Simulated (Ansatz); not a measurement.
# H3N3Si: where a starting geometry ends

The starting geometry of this gas-phase singlet was optimised with GFN2-xTB; its bonds are those of `[N-]=[N+]=[SiH]N`.

```xyz
7

N    -2.3481    0.3505    1.9962
N    -1.4484    0.0673    1.3440
N     0.7509   -1.7930    1.0392
Si    0.2406   -0.1611    1.1114
H     0.4295    0.4140   -0.2086
H     0.6505   -2.4050    1.8318
H     0.7071   -2.3127    0.1743
```

Task: Predict what it relaxes into with B3LYP-D3(BJ)/6-311G**.

Result: It loosens into H3NSi + N2, which stay close as a complex. Contacts that open: N2–Si4 (1.72 → 3.10 Å).

The energy falls by 1.13 eV over 16 steps:

```csv
step,E − E(last) (eV)
1,1.133
3,0.433
4,0.239
6,0.016
8,0.001
9,0.000
11,0.000
13,0.000
14,0.000
16,0.000
```

Final geometry (Å):

```xyz
7

N    -2.9257    0.2287    2.0278
N    -2.0073    0.4425    1.4700
N     0.7831   -1.8197    0.9946
Si    1.0258   -0.1243    1.1667
H     0.6951    0.1932   -0.2946
H     0.9079   -2.4554    1.7702
H     0.5031   -2.3050    0.1535
```

No frequencies were run, so the end isn't proven a minimum. Run with Ansatz 0.2.0, 14 s on 2 threads of Arm Neoverse V2, with other jobs on the host.
